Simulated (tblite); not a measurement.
Species: C₇H₁₃NSi.
SMILES with atom numbers: `[CH:1]#[C:2][C@@H:3]1[CH2:4][Si@H:5]([NH2:6])[CH2:7][C@@H:8]1[CH3:9]` (hydrogens: H10 on C1; H11 on C3; H12, H13 on C4; H14 on Si5; H15, H16 on N6; H17, H18 on C7; H19 on C8; H20, H21, H22 on C9)

Structure used (GFN2-xTB), in Å, numbered top down from 1:
```xyz
22
C7H13NSi angstrom
C      3.213   -1.415    0.373
C      2.114   -1.006    0.614
C      0.772   -0.534    0.879
C     -0.279   -1.401    0.166
Si    -1.836   -0.314    0.181
N     -2.448   -0.147   -1.427
C     -0.911    1.264    0.699
C      0.570    0.940    0.472
C      0.951    1.179   -0.985
H      4.180   -1.769    0.169
H      0.595   -0.602    1.961
H     -0.386   -2.353    0.681
H      0.055   -1.625   -0.847
H     -2.807   -0.747    1.204
H     -2.750   -0.981   -1.905
H     -3.106    0.595   -1.605
H     -1.191    2.160    0.148
H     -1.084    1.476    1.754
H      1.206    1.572    1.104
H      0.890    2.240   -1.219
H      1.969    0.842   -1.172
H      0.274    0.645   -1.646
```

Computed values, GFN2-xTB/tblite, gas phase, harmonic and unscaled. Against measured fundamentals such values can be off by several per cent, at times by over 20. Modes of hydrogen on silicon can be 10 to 20 % off. One conformer, not necessarily the lowest.

Harmonic wavenumbers (cm⁻¹): 72.9, 101.2, 129.5, 163.2, 198.7, 208.8, 219.2, 253.9, 311.1, 341.5, 381.8, 437.1, 504.2, 569.5, 584.0, 617.7, 653.6, 658.0, 659.9, 726.0, 756.1, 765.5, 802.5, 839.4, 850.5, 908.3, 946.9, 1005.8, 1031.7, 1065.0, 1079.3, 1090.4, 1145.6, 1192.4, 1215.1, 1238.4, 1276.0, 1292.7, 1318.9, 1342.1, 1411.9, 1483.2, 1485.8, 1499.7, 1508.7, 1519.8, 2156.2, 2286.5, 2891.4, 2909.3, 2982.9, 2997.7, 3011.6, 3014.9, 3023.4, 3032.6, 3050.5, 3393.9, 3468.3, 3501.3.

A = 2488, B = 940.9, C = 853.5 MHz; mass 139.082 u (most abundant isotopes); point group C1, symmetry number 1.

Problem. Zero-point energy?

Solution. Half the sum of the wavenumbers: 39792 cm⁻¹ = 476.02 kJ/mol.

Problem. Entropy at 200 K, 1 bar (ideal gas, RRHO, classical rotation)?

Solution. Translation 162.10, rotation 118.30, vibration 78.29: S = 358.7 J/(mol K).

Problem. And Cp and H(200 K) − H(0)?

Solution. Cp = 134.12 J/(mol K), of which vibrations give 100.86 (their classical limit is 60 R = 498.9); H(200 K) − H(0) = 16.00 kJ/mol without the zero-point energy, 9.35 from vibrations.

Problem. What must be added to the electronic energy to get the Gibbs energy at 200 K and 1 bar?

Solution. ZPE + [H(200 K) − H(0)] − T·S = 476.02 + 16.00 − 71.74 = 420.28 kJ/mol.

Problem. How do the functions run with temperature in this model?

Solution. 
| T (K) | S (J/(mol K)) | Cp (J/(mol K)) | H − H(0) (kJ/mol) | G − H(0) (kJ/mol) | ln q(vib) |
| --- | --- | --- | --- | --- | --- |
| 50 | 241.6 | 50.7 | 1.93 | -10.15 | 0.23 |
| 100 | 286.3 | 80.9 | 5.24 | -23.38 | 1.17 |
| 298.15 | 422.1 | 186.8 | 31.76 | -94.10 | 6.64 |
| 373.15 | 468.2 | 224.2 | 47.20 | -127.49 | 8.87 |
| 500 | 541.5 | 277.1 | 79.14 | -191.59 | 12.70 |
| 750 | 668.6 | 349.4 | 158.14 | -343.31 | 20.04 |
| 1000 | 776.1 | 397.0 | 251.81 | -524.26 | 26.89 |

q(vib) and H(0) count from the zero-point level.

Hindered rotation and anharmonicity are outside this model. Other conformers, if any are populated, would add a mixing term that is left out. The structure is chiral; the term R ln 2 for an equal mix with its mirror image is left out.
